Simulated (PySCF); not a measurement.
Species: C6H10NP.
Atom-mapped SMILES: `[N:1]#[C:2][CH2:3][PH:4][CH:5]1[CH2:6][CH2:7][CH2:8]1` (hydrogens: H9, H10 on C3; H11 on P4; H12 on C5; H13, H14 on C6; H15, H16 on C7; H17, H18 on C8)

Geometry (GFN2-xTB, Å), atoms numbered from 1 in this order:
```xyz
18
C6H10NP angstrom
N     -3.133    1.171    1.172
C     -2.812    0.272    0.540
C     -2.371   -0.813   -0.281
P     -0.931   -0.287   -1.378
C      0.225    0.286   -0.039
C      1.519    0.960   -0.531
C      2.329    0.043    0.397
C      1.076   -0.814    0.627
H     -2.040   -1.652    0.339
H     -3.190   -1.148   -0.924
H     -1.443    0.993   -1.647
H     -0.315    0.897    0.689
H      1.717    0.771   -1.586
H      1.598    2.029   -0.344
H      3.176   -0.465   -0.059
H      2.663    0.548    1.300
H      1.090   -1.739    0.050
H      0.834   -1.045    1.662
```

Computed at PBE0/pcSseg-1 (PySCF, non-relativistic), with Q(14N) = 0.02044 b: N1, 14N (I = 1): χzz = -4.526 MHz, η = 0.082.

Task: Where would the pure quadrupole (NQR) lines of 14N at N1 fall for the rigid, isolated species?

Result: From ν± = (3/4)|χ|(1 ± η/3) and ν0 = |χ|η/2: ν+ 3.486 MHz, ν− 3.302 MHz, ν0 0.184 MHz (nitrile nitrogen).

In a crystal, neighbours and librations shift these lines. GFN2-xTB bond lengths can be off by several hundredths of an ångström, more for odd bonds, and the gradients follow them. These gradients aren't converged with respect to the basis.

The run behind these numbers computed NMR shieldings as well. Time: 30 s. Hardware: one thread, Arm Neoverse V2, shared host.

One conformer stands for the species.
